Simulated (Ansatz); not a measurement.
`[Cl][Al-]([Cl])([Cl])[SeH2+]` at its PBE0-D4/def2-TZVP geometry, where that method's forces vanish. Charge 0, multiplicity 1.

```
atom   x (Å)   y (Å)   z (Å)
 Cl1  -0.939  -0.275  -2.398
 Al2  -0.872   0.396  -0.408
 Cl3  -0.786   2.469  -0.068
 Cl4  -1.891  -0.762   1.022
 Se5   1.613  -0.177   0.102
  H6   1.393  -1.628   0.190
  H7   1.482  -0.025   1.559
```

For each bond, give half the difference of the two atoms' forces along it (eV/Å; positive pushes the atoms apart) under PBE-D4, r2SCAN-D4, B3LYP-D4, ωB97M-V in def2-TZVPP. (Estimate.)

The calculation gave: 
```tsv
bond	length (Å)	PBE-D4	r2SCAN-D4	B3LYP-D4	ωB97M-V
Cl1–Al2	2.102	0.13	0.03	0.07	0.01
Al2–Cl3	2.102	0.13	0.03	0.07	0.01
Al2–Cl4	2.103	0.11	0.03	0.06	0.01
Al2–Se5	2.601	0.02	0.02	0.07	0.08
Se5–H6	1.470	0.27	0.00	0.03	-0.12
Se5–H7	1.470	0.27	0.00	0.03	-0.12
```

B3LYP here is the variant with VWN-RPA as its local correlation; programs differ in this.

Program: Ansatz 0.2.0.
